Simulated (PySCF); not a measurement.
From one molecule to another.

First species: C₂H₁₄NPSi₄.
Atom-mapped SMILES: `[CH3:1][Si@@H:2]1[SiH2:3][Si@H:4]([CH3:5])[Si@@:6]1([NH2:7])[PH2:8]` (hydrogens: H9, H10, H11 on C1; H12 on Si2; H13, H14 on Si3; H15 on Si4; H16, H17, H18 on C5; H19, H20 on N7; H21, H22 on P8)

Second species: C₆H₉NOSi.
SMILES: `C[Si]1(C)CC(C#N)=CO1`

Levels: PBE0/pcSseg-1 for dipole moment, HOMO energy, LUMO energy and HOMO–LUMO gap; GFN2-xTB for rotational constant A and rotational constant C. Geometries: GFN2-xTB. All species are isolated and taken at one optimised geometry, non-relativistic unless stated; the electronic structure was computed with PySCF and density fitting.

The conformers computed, where there is a choice (atom-mapped SMILES and torsion angles):
- `[CH3:1][Si@@H:2]1[SiH2:3][Si@H:4]([CH3:5])[Si@@:6]1([NH2:7])[PH2:8]`: H–N7–Si6–Si4 -59°, H–N7–Si6–Si4 155°, H–P8–Si6–Si4 -31°, H–P8–Si6–Si4 61°

(1) Which has the higher HOMO–LUMO gap?

(2) Which has the higher rotational constant A?

(3) Which has the higher LUMO energy?

(4) Which of the two has the higher rotational constant C, and by how much?

(5) Which has the higher dipole moment?

(6) Which has the higher HOMO energy?

Answers

(1) The second: 6.25 eV against 4.98 eV, a difference of 1.27 eV.

(2) The second: 2.994 GHz against 0.888 GHz, a difference of 2.106 GHz.

(3) The second: -0.70 eV against -1.43 eV, a difference of 0.73 eV.

(4) The second: 0.792 GHz against 0.548 GHz, a difference of 0.244 GHz.

(5) The second: 5.51 D against 1.83 D, a difference of 3.68 D.

(6) The first: -6.41 eV against -6.95 eV, a difference of 0.54 eV.

On the first: The dipole matches unit charges of opposite sign 0.38 Å apart (1 e·Å = 4.8032 D). A dipole of 1.83 D is allowed in C1, and pure rotational transitions are dipole-allowed.

On the second: The dipole equals about 18.4 × 10⁻³⁰ C·m (1 D = 3.33564 × 10⁻³⁰ C·m).
